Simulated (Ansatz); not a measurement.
Saddle point of AlH3Cl2O, singlet (AlHCl₂O ([OH][Al]([Cl])[Cl]) + H₂ → AlHCl₂ ([Cl][AlH][Cl]) + H₂O (still joined by a long Al–O bond); bonds formed: Al1–H6, O2–H5; bonds broken: H5–H6; bonds weakened to dative contacts: Al1–O2), PBE0-D4/def2-TZVP structure:

```
7
angstrom
Al -0.5527 -0.3229 -0.1090
O 0.7492 0.9370 -0.3088
Cl 0.0237 -2.1933 -0.8450
Cl -2.5105 0.3444 -0.3383
H 0.6592 0.5444 0.8595
H 0.0541 -0.0550 1.5025
H 1.5771 0.7453 -0.7608
```

Energies are electronic, without zero-point energy. Barriers and step energies count from the start structure reached by relaxing down the imaginary mode; all methods use the PBE0-D4 structures, on which another method's saddle can fall below an end. Ansatz 0.2.0; basis: def2-TZVPP, with def2-QZVPP for the basis limit; cores frozen in the correlated methods. B3LYP uses VWN-RPA correlation. Extrapolation: Hartree–Fock as exp(−7.88 √X), correlation as X^−2.97.

| method | barrier (kcal/mol) | step energy (kcal/mol) |
| --- | --- | --- |
| SPW92 | 13.03 | 1.08 |
| PBE-D4 | ? | 4.23 |
| BLYP-D4 | 22.80 | 6.32 |
| r2SCAN-D4 | 20.84 | 4.72 |
| B97M-V | 21.36 | 1.47 |
| PBE0-D4 | 20.97 | 2.59 |
| B3LYP-D4 | 23.77 | 4.72 |
| r2SCAN0-D4 | 22.32 | 3.30 |
| BHLYP-D4 | 26.10 | 2.93 |
| CAM-B3LYP-D4 | ? | 3.54 |
| wB97X-V | 23.87 | 3.13 |
| wB97M-V | ? | 3.45 |
| B2PLYP | 24.52 | 4.82 |
| PBE-QIDH | 23.17 | 2.78 |
| RPA on PBE | 24.49 | 4.05 |
| HF | 32.51 | 1.45 |
| MP2 | 25.00 | 5.32 |
| CCSD | 26.12 | 3.44 |
| CCSD(T) | 24.98 | 3.95 |

(1) Fill in the withheld barriers. (To be estimated.)

T1 diagnostic: at most 0.011.

Answers

(1) The calculation gives: PBE-D4 19.13; CAM-B3LYP-D4 23.47; wB97M-V 24.19 kcal/mol. Each is the energy of the saddle less that of the start structure, by the same method.

For comparison, the barrier by CCSD(T) at an estimated basis limit (MP2 extrapolated from triple and quadruple zeta, plus CCSD(T) − MP2 in triple zeta) is 25.18 kcal/mol.

Labels in which every atom is bracketed show which atoms are joined, not bond orders.

For scale, one of the runs: CCSD(T)/def2-TZVPP, 199 basis functions, launched by `ansatz run in.yaml --threads 3 --pin off --events-out ev --progress --plain --max-ram 6092MiB`. Time: 28 s of wall clock on 3 CPU threads of an Intel Xeon; the host was shared. Peak host memory: 2.4 GiB.
